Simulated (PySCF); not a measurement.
Two species compared at the same levels of theory.

First species: C₇H₉NO.
SMILES: `N#C[C@@H]1CC[C@H]2O[C@H]2C1`

Second species: C₂H₆AlAs.
Numbering: `[CH:1]#[C:2][AlH2-:3][AsH3+:4]` (hydrogens: H5 on C1; H6, H7 on Al3; H8, H9, H10 on As4)

Structure used (PBE0-D3(BJ)/def2-SVP), in Å, numbered top down from 1:
```xyz
10
C2H6AlAs angstrom
C      1.687   -2.053    0.238
C      1.450   -0.879   -0.005
Al     1.009    0.972   -0.386
As    -1.535    0.534    0.097
H      1.912   -3.084    0.450
H      0.904    1.408   -1.915
H      1.298    2.050    0.752
H     -2.217   -0.533   -0.723
H     -1.886    0.000    1.463
H     -2.613    1.590    0.006
```

Levels: wB97X-D/def2-SVPD for HOMO energy, LUMO energy, HOMO–LUMO gap and static isotropic polarisability; TDDFT wB97X-D/def2-SVPD for lowest singlet excitation; TDA wB97X-D/def2-SVPD for lowest triplet excitation (Tamm–Dancoff); ΔSCF wB97X-D/def2-SVPD for vertical ionisation energy. Geometries: PBE0-D3(BJ)/def2-SVP. Each structure is a single optimised conformer of the isolated species, non-relativistic unless stated. Electronic properties by PySCF.

Values for the first species:

- HOMO energy: -10.06 eV
- LUMO energy: 2.00 eV
- HOMO–LUMO gap: 12.06 eV
- Lowest singlet excitation: 7.69 eV
- Lowest triplet excitation (Tamm–Dancoff): 6.41 eV
- Static isotropic polarisability: 81.2 au
- Vertical ionisation energy: 10.33 eV

(1) Estimate the same properties for the second species, and the change in each.

Results:

(1) 
```
                                property      first    second  second less first
                             HOMO energy  -10.06 eV  -9.36 eV           +0.70 eV
                             LUMO energy    2.00 eV   1.06 eV           -0.94 eV
                           HOMO–LUMO gap   12.06 eV  10.42 eV           -1.64 eV
               lowest singlet excitation    7.69 eV   5.69 eV           -2.00 eV
lowest triplet excitation (Tamm–Dancoff)    6.41 eV   4.91 eV           -1.50 eV
         static isotropic polarisability    81.2 au   86.8 au            +5.6 au
              vertical ionisation energy   10.33 eV   9.66 eV           -0.67 eV
```

On the first: The vertical singlet–triplet gap S1 − T1 is 1.28 eV (TDDFT singlet less Tamm–Dancoff triplet). No computed singlet falls in the visible range (750 to 380 nm, 1.65 to 3.26 eV); S1 lies 4.43 eV above its blue end.

On the second: No computed singlet falls in the visible range (750 to 380 nm, 1.65 to 3.26 eV); S1 lies 2.43 eV above its blue end. The polarisability is 12.86 Å³ as a volume (1 au = 0.148185 Å³), or 1.36 au for each of the 64 electrons. Relativistic effects, spin–orbit coupling among them, are left out although an element past zinc is present.
